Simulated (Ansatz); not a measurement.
Isolated molecules relaxed with PBE0-D4/def2-TZVP in Ansatz; ΔE leaves out vibrations. CCSD(T)/CBS adds triple-zeta CCSD(T) − MP2 to the extrapolated MP2 energy (def2 sets, frozen cores). This one scheme is used for every species. DFT in def2-TZVPP. Elements past krypton have def2 core potentials. For Sn outer-core shells are correlated without core-valence functions, which leaves a few kJ/mol of doubt a bond.

Reaction (formal exchange of groups at the Sn–C bond): `C=[CH][SnH3]` + `CC1=CC1` → `CC1=C[CH]1[SnH3]` + `C=C`

(1) Is it downhill or uphill in electronic energy at CCSD(T)/CBS, and by how much? (Best estimate.)

(2) What do these levels give: ωB97X-V, PBE, r2SCAN, HF/def2-TZVPP, MP2/def2-QZVPP, MP2/CBS(def2)? (Estimate.)

Largest T1 diagnostic among the species: 0.013.

Answers

(1) Computed: Uphill: ΔE = +0.9 kcal/mol.

(2) Computed: ωB97X-V 1.8, PBE 1.3, r2SCAN 1.4, HF/def2-TZVPP 3.1, MP2/def2-QZVPP 0.7, MP2/CBS(def2) 0.4 kcal/mol.

In def2-TZVPP, CCSD(T) changes the Hartree–Fock value by −1.6 kcal/mol (the triples alone add −0.3 kcal/mol) and MP2 by −2.0 kcal/mol. The D4 term adds −0.9 kcal/mol with B3LYP and −0.5 kcal/mol with PBE0; it sums over pairs of atoms, weighted by their polarisabilities, and B3LYP, whose exchange is more repulsive, gets the larger term.

B3LYP here is the variant with VWN-RPA as its local correlation; programs differ in this.
